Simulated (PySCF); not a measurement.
Harmonic spectrum computed at B3LYP in the def2-SVP basis family (core potentials from Rb on, PySCF, no spin–orbit coupling):

```csv
ω (cm⁻¹),"IR (km/mol, summed over degenerate members)",degeneracy
33,0.1,2
169,0.0,1
233,37.5,1
```

Q: Which molecule gave it? In each, all ligands are bound to the one heavy central atom.
A. FeI₂ (quintet)
B. PdI₂ (singlet)
C. CoI₂ (quartet)
D. IrI₂ (quartet)
E. BrI₂ (doublet)

A: D. It has D∞h symmetry with Ir–I 2.550 Å (×2).
